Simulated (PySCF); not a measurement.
A side-by-side comparison of computed properties.

First species: Trifluoroacetaldehyde, C2HF3O.
Atom-mapped SMILES: `[O:1]=[CH:2][C:3]([F:4])([F:5])[F:6]` (hydrogens: H7 on C2)

Cartesian coordinates in Å at the PBE0-D3(BJ)/def2-SVP level; atoms count from 1:
```
atom  x, y, z in Å
O1     0.6018   -1.1415   -1.3449
C2     0.6845   -0.2508   -0.5570
C3    -0.4729    0.1480    0.3670
F4    -0.0432    0.1523    1.6288
F5    -1.4994   -0.6718    0.2609
F6    -0.8674    1.3846    0.0595
H7     1.5966    0.3791   -0.4142
```

Second species: NbSe(OH)3 (singlet state).
SMILES: `[OH][Nb]([OH])([OH])=[Se]`

Levels: PBE0/def2-SVPD for HOMO energy, LUMO energy, HOMO–LUMO gap and static isotropic polarisability; TDDFT PBE0/def2-SVPD for lowest singlet excitation; TDA PBE0/def2-SVPD for lowest triplet excitation (Tamm–Dancoff); ΔSCF PBE0/def2-SVPD for vertical ionisation energy. Geometries: PBE0-D3(BJ)/def2-SVP. Each structure is a single optimised conformer of the isolated species (atoms past krypton carry core potentials, spin–orbit coupling is left out). Electronic properties by PySCF.

Dipoles, sizes and rotational constants follow the conformer. The torsions of the flexible species, by atom-mapped SMILES:
- `[O:1]=[CH:2][C:3]([F:4])([F:5])[F:6]`: O1–C2–C3–F4 127°

Task: Which has the higher T1 energy?

Result: The first: 3.42 eV against 3.03 eV, a difference of 0.39 eV.

Task: Which of the two has the higher vertical ionisation energy, and by how much?

Result: The first: 11.48 eV against 9.28 eV, a difference of 2.20 eV.

Task: Which of the two has the higher HOMO–LUMO gap, and by how much?

Result: The first: 6.58 eV against 5.41 eV, a difference of 1.17 eV.

Task: Which has the higher static isotropic polarisability?

Result: The second: 83.5 au against 30.8 au, a difference of 52.7 au.

Task: Which of the two has the higher HOMO energy, and by how much?

Result: The second: -7.29 eV against -8.87 eV, a difference of 1.58 eV.

Task: Which has the higher LUMO energy?

Result: The second: -1.88 eV against -2.29 eV, a difference of 0.41 eV.

Task: Which of the two has the higher S1 energy, and by how much?

Result: The first: 4.13 eV against 3.66 eV, a difference of 0.47 eV.

On the first: The 10 singlets span 4.13 to 9.93 eV, and their oscillator strengths add up to 0.22. The vertical singlet–triplet gap S1 − T1 is 0.71 eV (TDDFT singlet less Tamm–Dancoff triplet; S1: HOMO→LUMO, weight 0.99; T1: HOMO→LUMO, weight 0.99).

On the second: The vertical singlet–triplet gap S1 − T1 is 0.63 eV (TDDFT singlet less Tamm–Dancoff triplet). The polarisability is 12.38 Å³ as a volume (1 au = 0.148185 Å³). Atoms past krypton carry effective core potentials; spin–orbit coupling is left out.
